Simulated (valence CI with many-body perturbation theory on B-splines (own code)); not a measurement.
## Energy levels of Pr XXVIII

Computed by relativistic CI+MBPT: four valence electrons over a frozen Dirac-Fock core [Ar] 3d10, a basis of 11 s, 11 p, 9 d, 7 f, 5 g, 2 h, 1 i functions for each j, with the one-electron correlation potential Σ1, the two-electron term Σ2, the three-electron term Σ3, Breit, model QED; selected CI, second order for the rest (own B-spline code, finite nucleus).

No measured spectrum was set against this ion. As an estimate, large intervals hold to a few tenths of a per cent, small ones and those within an open d or f shell to about a per cent.

Levels 46 to 70 of 70, with energies above the lowest level, (4s^2 4p1/2^2) J=0. "Leading %" is the weight of the configuration and term that name the level; weights of strongly mixed levels are sums over their largest components and can fall short. In the jj column 3d3/2^4 stands for four electrons in 3d with j = 3/2. Lifetimes count E1, E2, E3, M1 and M2 decay at the calculated energies, and are blank where another channel may lead or the interval is too uncertain; long ones can be off by a factor of two.

| No. | Configuration | Term | J | E (eV) | Leading % | Lifetime | g | Leading jj |
| --- | --- | --- | --- | --- | --- | --- | --- | --- |
| 46 | 4s4p²4d | ³G | 3 | 222.10 | 57 | 12.6 ps | 0.903 | 4s 4p1/2 4p3/2 4d3/2 (84 %) |
| 47 | 4s4p²4d | ⁵P | 1 | 222.26 | 60 | 2.40 ps | 2.150 | 4s 4p1/2 4p3/2 4d3/2 (84 %) |
| 48 | 4s4p²4d | ³P | 2 | 222.91 | 54 | 5.03 ps | 1.247 | 4s 4p1/2 4p3/2 4d5/2 (58 %) |
| 49 | 4s4p²4d | ⁵D | 3 | 223.10 | 33 | 7.78 ps | 1.271 | 4s 4p1/2 4p3/2 4d5/2 (67 %) |
| 50 | 4s4p²4d | ³D | 1 | 223.47 | 27 | 4.28 ps | 0.894 | 4s 4p1/2 4p3/2 4d3/2 (46 %) |
| 51 | 4s4p²4d | ¹G | 4 | 228.16 | 25 | 9.37 ps | 1.170 | 4s 4p1/2 4p3/2 4d5/2 (56 %) |
| 52 | 4s4p²4d | ³D | 1 | 229.42 | 75 | 3.10 ps | 0.729 | 4s 4p1/2 4p3/2 4d3/2 (79 %) |
| 53 | 4s4p²4d | ³G | 4 | 230.27 | 34 | 21.4 ps | 1.100 | 4s 4p1/2 4p3/2 4d5/2 (87 %) |
| 54 | 4s4p²4d | ³D | 3 | 230.56 | 55 | 3.06 ps | 1.219 | 4s 4p1/2 4p3/2 4d5/2 (56 %) |
| 55 | 4s4p²4d | ³D | 3 | 230.90 | 37 | 6.12 ps | 1.195 | 4s 4p1/2 4p3/2 4d5/2 (80 %) |
| 56 | 4s4p²4d | ³F | 2 | 233.42 | 42 | 2.33 ps | 0.905 | 4s 4p1/2 4p3/2 4d3/2 (65 %) |
| 57 | 4s4p²4d | ³D | 1 | 233.46 | 71 | 5.72 ps | 0.674 | 4s 4p1/2 4p3/2 4d5/2 (83 %) |
| 58 | 4s4p²4d | ³P | 0 | 233.69 | 87 | 3.19 ps |  | 4s 4p1/2 4p3/2 4d3/2 (50 %) |
| 59 | 4s4p²4d | ³P | 0 | 236.24 | 63 | 3.96 ps |  | 4s 4p3/2^2 4d5/2 (37 %) |
| 60 | 4s4p²4d | ³F | 2 | 236.91 | 33 | 3.63 ps | 0.976 | 4s 4p1/2 4p3/2 4d5/2 (52 %) |
| 61 | 4s4p²4d | ³F | 3 | 236.91 | 37 | 4.00 ps | 1.067 | 4s 4p1/2 4p3/2 4d5/2 (69 %) |
| 62 | 4s4p²4d | ³P | 1 | 237.64 | 44 | 3.56 ps | 1.457 | 4s 4p1/2 4p3/2 4d5/2 (84 %) |
| 63 | 4s4p²4d | ³D | 2 | 238.19 | 58 | 3.84 ps | 1.173 | 4s 4p1/2 4p3/2 4d5/2 (76 %) |
| 64 | 4s4p²4d | ³P | 1 | 239.79 | 28 | 2.11 ps | 1.096 | 4s 4p1/2 4p3/2 4d3/2 (37 %) |
| 65 | 4s4p²4d | ³D | 2 | 240.59 | 32 | 2.29 ps | 1.227 | 4s 4p1/2 4p3/2 4d5/2 (57 %) |
| 66 | 4s4p²4d | ¹S | 0 | 240.76 | 39 | 5.18 ps |  | 4p3/2^4 (50 %) |
| 67 | 4s4p²4d | ³F | 4 | 242.96 | 50 | 19.2 ps | 1.302 | 4s 4p3/2^2 4d5/2 (83 %) |
| 68 | 4s4p²4d | ³G | 5 | 244.92 | 59 | 53.7 ps | 1.274 | 4s 4p3/2^2 4d5/2 (89 %) |
| 69 | 4s4p²4d | ³D | 3 | 245.91 | 39 | 2.55 ps | 1.320 | 4s 4p3/2^2 4d3/2 (63 %) |
| 70 | 4s4p²4d | ³D | 2 | 246.02 | 26 | 2.47 ps | 1.361 | 4s 4p3/2^2 4d3/2 (70 %) |

Where two levels of one J and parity lie close, their mixing, g and order are uncertain.
